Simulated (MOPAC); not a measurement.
MOPAC input (PM3):

```
PM3 FORCE THERMO(298,298) PRECISE LET CHARGE=-1 GEO-OK AUX(PRECISION=9) THREADS=1
H4ClSi2

Si   -2.04418160 1   -0.22912799 1   -0.38227673 1
Si    0.26310477 1   -0.66790651 1    0.25934045 1
Cl    1.68433130 1    0.92202483 1   -0.01910707 1
H    -2.46289503 1   -1.47271724 1    0.38962996 1
H    -2.35432217 1    0.76896876 1    0.71991302 1
H     0.87296609 1   -1.79481338 1   -0.52371989 1
H     0.50875382 1   -1.03947968 1    1.69469726 1
```

Output:

```
 *******************************************************************************
 **                                                                           **
 **                              MOPAC v23.2.5                                **
 **                                                                           **
 *******************************************************************************
 ** MOPAC's Digital Object Identifier: https://doi.org/10.5281/zenodo.6511958 **
 **                                                                           **
 ** Please cite the open-source release paper for use of this MOPAC version:  **
 ** J. E. Moussa and J. J. P. Stewart (2026)                                  **
 ** MOPAC: An open-source semiempirical molecular orbital program             **
 ** J. Open Source Softw., 11(119), 8025, https://doi.org/10.21105/joss.08025 **
 *******************************************************************************

                              PM3 CALCULATION RESULTS

 *******************************************************************************
 *  PM3        - The PM3 Hamiltonian to be used
 *  GEO-OK     - OVERRIDE INTERATOMIC DISTANCE AND OTHER SAFETY CHECKS
 *
 *
 *
 *                 CHARGE ON SYSTEM = -1
 *
 *
 *
 *  LET        - OVERRIDE SOME SAFETY CHECKS
 *  PRECISE    - TIGHTER CRITERIA TO BE USED
 *  FORCE      - FORCE CALCULATION SPECIFIED
 *  AUX        - OUTPUT AUXILIARY INFORMATION
 *  THERMO     - THERMODYNAMIC QUANTITIES TO BE CALCULATED
 *******************************************************************************
PM3 FORCE THERMO(298,298) PRECISE LET CHARGE=-1 GEO-OK AUX(PRECISION=9) THREADS=1
 H4ClSi2

   ATOM   CHEMICAL          X               Y               Z
  NUMBER   SYMBOL      (ANGSTROMS)     (ANGSTROMS)     (ANGSTROMS)

     1      Si         -2.04418160  *  -0.22912799  *  -0.38227673  *
     2      Si          0.26310477  *  -0.66790651  *   0.25934045  *
     3      Cl          1.68433130  *   0.92202483  *  -0.01910707  *
     4       H         -2.46289503  *  -1.47271724  *   0.38962996  *
     5       H         -2.35432217  *   0.76896876  *   0.71991302  *
     6       H          0.87296609  *  -1.79481338  *  -0.52371989  *
     7       H          0.50875382  *  -1.03947968  *   1.69469726  *

          CARTESIAN COORDINATES

    NO.       ATOM           X           Y           Z

     1        Si         -2.0442     -0.2291     -0.3823
     2        Si          0.2631     -0.6679      0.2593
     3        Cl          1.6843      0.9220     -0.0191
     4         H         -2.4629     -1.4727      0.3896
     5         H         -2.3543      0.7690      0.7199
     6         H          0.8730     -1.7948     -0.5237
     7         H          0.5088     -1.0395      1.6947

  H: (PM3): J. J. P. STEWART, J. COMP. CHEM. 10, 209 (1989).
 Si: (PM3): J. J. P. STEWART, J. COMP. CHEM. 10, 209 (1989).
 Cl: (PM3): J. J. P. STEWART, J. COMP. CHEM. 10, 209 (1989).
[...]
 REDUCED MASS        0.4947         Si2 -- Cl3          +1.3% (  9.0%)     10.2%
 EFFECTIVE MASS      1.4803
 FORCE CONSTANT      0.2155

 VIBRATION         11   11A          ATOM PAIR     ENERGY CONTRIBUTION    RADIAL
 FREQUENCY           870.91         Si1 -- H 5         +49.3% ( 52.2%)      1.9%
 TRANSITION DIPOLE   0.5164         Si1 -- H 4         +48.3% ( 51.6%)      1.9%
 TRAVEL (Ang.)       0.3944         Si1 -- Si2          +1.4% (  8.7%)      6.0%
 REDUCED MASS        0.4978         Si2 -- H 6          +0.6% (  5.6%)      1.7%
 EFFECTIVE MASS      1.4777
 FORCE CONSTANT      0.2225

 VIBRATION         12   12A          ATOM PAIR     ENERGY CONTRIBUTION    RADIAL
 FREQUENCY          1907.66         Si2 -- H 7         +73.1% ( 86.3%)     99.2%
 TRANSITION DIPOLE   0.3679         Si2 -- H 6         +26.5% ( 52.0%)     95.6%
 TRAVEL (Ang.)       0.2398         Si1 -- Si2          +0.2% (  4.4%)      2.6%
 REDUCED MASS        0.6147         Si2 -- Cl3          +0.2% (  4.4%)      0.2%
 EFFECTIVE MASS      1.3838
 FORCE CONSTANT      1.3180

 VIBRATION         13   13A          ATOM PAIR     ENERGY CONTRIBUTION    RADIAL
 FREQUENCY          1925.56         Si2 -- H 6         +73.9% ( 85.5%)     99.5%
 TRANSITION DIPOLE   0.3856         Si2 -- H 7         +25.8% ( 50.5%)     95.3%
 TRAVEL (Ang.)       0.2411         Si1 -- Si2          +0.1% (  3.4%)     40.1%
 REDUCED MASS        0.6026         Si2 -- Cl3          +0.1% (  3.4%)      9.5%
 EFFECTIVE MASS      1.2398
 FORCE CONSTANT      1.3165

 VIBRATION         14   14A          ATOM PAIR     ENERGY CONTRIBUTION    RADIAL
 FREQUENCY          1957.80         Si1 -- H 5         +96.9% ( 98.7%)     99.9%
 TRANSITION DIPOLE   0.6187         Si1 -- H 4          +2.9% ( 17.0%)     59.6%
 TRAVEL (Ang.)       0.1930         Si1 -- Si2          +0.1% (  3.8%)      2.1%
 REDUCED MASS        0.9244
 EFFECTIVE MASS      1.3377
 FORCE CONSTANT      2.0877

 VIBRATION         15   15A          ATOM PAIR     ENERGY CONTRIBUTION    RADIAL
 FREQUENCY          1966.49         Si1 -- H 4         +97.1% ( 98.6%)     99.9%
 TRANSITION DIPOLE   0.6684         Si1 -- H 5          +2.7% ( 16.3%)     50.7%
 TRAVEL (Ang.)       0.1929         Si1 -- Si2          +0.1% (  3.5%)      0.0%
 REDUCED MASS        0.9214
 EFFECTIVE MASS      1.3060
 FORCE CONSTANT      2.0993

      SYMMETRY NUMBER FOR POINT-GROUP C1  =  1

          SYSTEM IS A GROUND STATE

 H4ClSi2

          MOLECULE IS NOT LINEAR

          THERE ARE 15 GENUINE VIBRATIONS IN THIS SYSTEM
          THIS THERMODYNAMICS CALCULATION IS LIMITED TO
          MOLECULES WHICH HAVE NO INTERNAL ROTATIONS

                    CALCULATED THERMODYNAMIC PROPERTIES
                                          *
   TEMP. (K)   PARTITION FUNCTION   H.O.F.    ENTHALPY  HEAT CAPACITY ENTROPY
                                   KCAL/MOL   CAL/MOLE    CAL/K/MOL  CAL/K/MOL

 298.00  VIB.     0.2394D+02                  2120.1427    13.8658    13.4247
         ROT.     0.1315D+06                   888.2803     2.9808    26.4037
         INT.     0.3148D+07                  3008.4230    16.8466    39.8284
         TRA.     0.9045D+27                  1480.4672     4.9680    39.5834
         TOT.                      -52.718    4488.8902    21.8147    79.4118

   *: NOTE: HEATS OF FORMATION ARE RELATIVE TO THE
            ELEMENTS IN THEIR STANDARD STATE AT 298K
              (=  Standard Enthalpy of Formation).

            Hvib:  Zero-point energy is not included.
                   frequencies of less than zero cm-1 are not included.
            Hrot = (3/2)RT
            Htra = (3/2)RT + pV = (5/2)RT

            Heat capacity is Cp, not Cv

          For more information, see: HTTP://OpenMOPAC.net/Manual/thermochemistry.html

           FORCE CONSTANT IN CARTESIAN COORDINATES (Millidynes/A)

    ATOM   CHEMICAL       X               Y               Z
   NUMBER   SYMBOL  FORCE CONSTANT  FORCE CONSTANT  FORCE CONSTANT

      1      Si        1.652010        2.553680        2.496094
      2      Si        2.863666        2.232314        3.004214
      3      Cl        0.358899        1.143055        0.146525
      4       H        0.134476        2.107347        0.326419
      5       H        0.183252        0.479074        1.905347
      6       H        0.487530        0.641541        1.493128
      7       H        0.588357        0.664436        1.359039

 **********************
 *                    *
 * JOB ENDED NORMALLY *
 *                    *
 **********************

 == MOPAC DONE ==
```

The dipole moment of an ion depends on the origin.
